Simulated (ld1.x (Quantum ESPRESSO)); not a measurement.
## germanium (Ge): one change to a TM potential, before and after

| Quantity | Value |
| --- | --- |
| Element | Ge (Z = 32) |
| Generator | ld1.x (Quantum ESPRESSO) 7.5 |
| Type | norm-conserving Troullier–Martins (Kleinman–Bylander form) |
| Functional | PBE |
| Relativity | scalar-relativistic |
| Frozen core | [Ar] 3d10 |
| Valence charge | 4 |
| Reference configuration | 4s2 4p2 |
| Partial waves | 4s (bound): rc 1.75 bohr; 4p (bound): rc 2.35 bohr; 4d channel at 0.2 Ry: rc 2.25 bohr |
| Local potential | all-electron potential smoothed inside 2.00 bohr (lloc = -1) |
| Core correction | none |

Change: local potential the s channel.

Cutoffs: the cutoffs (Ry, on a coarse ladder) from which the occupation-weighted sum of valence levels, in a spherical-Bessel basis at the reference potential, stays within 10 and 1 mRy of its value at 400 Ry; they do not see the model core or the augmentation charge, which bear on the density cutoff. Errors are all-electron minus pseudo energies relative to the spin-unpolarised reference configuration.

Problem. How do hardness, ghosts and transferability respond?

Solution. The potential gets harder (18 Ry and 40 Ry → 25 Ry and 40 Ry); of the 7 tests that both files solve, the error grows in 3 and shrinks in 1 by more than 15 % and 0.3 meV (median size 6.9 → 4.1 meV); the range in which the p phases agree widens (upper end 2.8 → 4.1); neither file shows a bound ghost.

```tsv
quantity	base	changed
cutoff, loose	18 Ry	25 Ry
cutoff, tight	40 Ry	40 Ry
bound ghosts	none	none
error for 4s2 4p1, meV [ΔE 7.44 eV]	-2.3	-3.4
error for 4s2 4p0, meV [ΔE 22.88 eV]	-6.9	-9.3
error for 4s1 4p0, meV [ΔE 57.67 eV]	+77	+71
error for 4s1 4p2, meV [ΔE 16.16 eV]	+8.2	+4.1
error for 4s2 4p1.5, meV [ΔE 2.80 eV]	-0.5	-0.8
error for 4s1 4p3, meV [ΔE 7.97 eV]	+11	+10
error for 4s2 4p2.3, meV [ΔE -0.88 eV]	+0.1	+0.1
s: phases at 2.56 bohr within 0.05 rad from the reference energy up to (Ry; the scan ends near 5)	2.0	2.4
p: phases at 2.56 bohr within 0.05 rad from the reference energy up to (Ry; the scan ends near 5)	2.8	4.1
d: phases at 2.56 bohr within 0.05 rad from the reference energy up to (Ry; the scan ends near 5)	0.9	1.1
```
